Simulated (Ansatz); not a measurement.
C₃H₁₀OSi, SMILES `COC[SiH2]C`, relaxed with RKS PBE-D4/def2-SVP in Ansatz 0.2.0 from a rough embedded geometry. The force threshold is 0.03 eV/Å; the program also tests the step.

The species carries charge 0 and has multiplicity 1.

Start:

```xyz
15

C     0.183   -0.774   -2.205
O     0.873    0.073   -1.296
C    -0.044    0.900   -0.581
Si   -0.759    0.383    1.025
C     0.543   -0.168    2.243
H     1.006   -1.435   -2.672
H    -0.454   -1.458   -1.653
H    -0.300   -0.231   -2.954
H    -0.826    1.250   -1.314
H     0.528    1.838   -0.377
H    -1.625    1.360    1.600
H    -1.642   -0.842    0.738
H     1.224    0.630    2.478
H     0.130   -0.555    3.150
H     1.164   -0.971    1.817
```

(1) By how much does the energy fall, and how many steps does the optimiser take? (Estimate.)

(2) Which bonds change most? (Best estimate.)

(3) Give the relaxed structure. (An estimate is asked.)

## Answers

(1) Computed: 48.91 kJ/mol, in 6 steps, 1 of them rejected.

(2) The calculation gave: C3–Si4 from 1.832 to 1.924 Å; Si4–H11 from 1.426 to 1.509 Å; C1–H8 from 1.044 to 1.119 Å; C1–H6 from 1.155 to 1.108 Å.

(3) Ansatz gave: 
```xyz
15

C     0.217   -0.831   -2.074
O     0.872    0.100   -1.248
C    -0.013    1.025   -0.622
Si   -0.811    0.320    0.980
C     0.569   -0.207    2.156
H     0.990   -1.491   -2.514
H    -0.514   -1.469   -1.518
H    -0.339   -0.333   -2.907
H    -0.784    1.404   -1.338
H     0.600    1.907   -0.331
H    -1.688    1.387    1.589
H    -1.688   -0.864    0.658
H     1.144    0.674    2.508
H     0.177   -0.743    3.044
H     1.268   -0.878    1.617
```
